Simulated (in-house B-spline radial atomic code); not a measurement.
A fraction x of an electron is removed from 3d in Tc, starting from [Kr] 4d5 5s2 and keeping the highest spin. Level of theory: scalar-relativistic (X2C) B3LYP, spin-polarised, spherical fractional occupations, Fermi nucleus of rms radius 4.41117 fm; calculated with an all-electron radial atomic-structure program (B-spline basis).

Caution: exact exchange at fractional occupations of open shells leaves self-interaction of up to several eV.

| x | E(x) - E(0) (eV) | 3d down level (eV) |
| --- | --- | --- |
| 0 | 0.0000 | -255.102 |
| 0.01 | 2.5524 | -255.382 |
| 0.19 | ? | ? |
| 0.35 | 91.0245 | -265.112 |
| 0.39 | 101.6525 | -266.284 |
| 0.5 | 131.1221 | -269.534 |
| 0.53 | 139.2215 | -270.427 |
| 0.74 | ? | ? |
| 0.77 | 204.9901 | -277.675 |
| 0.94 | 252.6391 | -282.916 |
| 1 | 269.6701 | -284.786 |

(1) What belongs in the row x = 0.19?

(2) What belongs in the row x = 0.74?

(3) Check Janak's theorem between x = 0.35 and 0.39.

Answers

(1) An energy change of 48.9783 eV; 3d down at -260.481 eV.

(2) An energy change of 196.6736 eV; 3d down at -276.759 eV.

(3) The slope of the energy is 265.70 eV; the orbital levels give 265.70 eV (-ε of the emptying orbital, averaged over the two points).
